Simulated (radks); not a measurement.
The numbers below are computed, except where a source is named.
Problem. Coherent X-ray form factor from a spherical all-electron density. Code: a radial shooting solver on a logarithmic mesh with Libxc functionals. Model: Dirac Kohn-Sham, PBE, spin-unpolarised, spherical densities, finite nucleus; Fermi nuclear charge, rms radius of each element as measured or else 0.836 A^(1/3) + 0.57 fm.

sin(theta)/lambda (1/angstrom),f0 (electrons)
0.05,74.055
0.1,71.529
0.15,68.091
0.2,64.330
0.25,60.589
0.3,57.017
0.4,50.553
0.5,45.014
0.6,40.283
0.8,32.628
1,26.745
1.25,21.460
1.5,18.049
2,14.238

The species is in the configuration that NIST lists as its ground one. Which atom or ion scatters so?

Solution. The osmium ion Os+, [Xe] 4f14 5d6 6s1. Extrapolating in s^2 from the first two rows gives f0(0) = 74.9, near the electron count 75; among species with that count, the fall with angle is slower the higher Z, and the table is that of Z = 76; from so few rows the species is fixed only to a neighbour or two.
